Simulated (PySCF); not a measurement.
# Worked example: dipole moment from atomic charges

GeBr₂, SMILES [Ge]([Br])[Br] (connectivity only; charge and spin as stated), neutral, multiplicity 1. Atoms are numbered in the order given.

```xyz
3

Ge     0.0000     0.0000     1.0225
Br     0.0000     1.8107    -0.4674
Br     0.0000    -1.8107    -0.4674
```

The structure is a stationary point at PBE0-D3(BJ)/def2-SVP. The isomer is the one that the SMILES or the coordinates give; other isomers of the formula were not compared.

Charges (e) from PBE/def2-TZVPD in PySCF:

```csv
atom,IAO,ESP fit
Ge1,0.398,0.248
Br2,-0.199,-0.124
Br3,-0.199,-0.124
```

The dipole moment of the full density is 1.66 D.

Problem. What dipole moment does each set of point charges give, and which comes closer to that of the density?

Solution. 
μ = Σ q r, and 1 e Å = 4.8032 D.
IAO: Σ q r = (0.000, 0.000, 0.593) e Å, |μ| = 2.85 D.
ESP fit: Σ q r = (0.000, 0.000, 0.369) e Å, |μ| = 1.77 D.
ESP fit comes closer in size. Point charges leave out the atoms' own dipoles (lone pairs, polarised bonds); fits to the potential absorb them, partitions of the density don't.
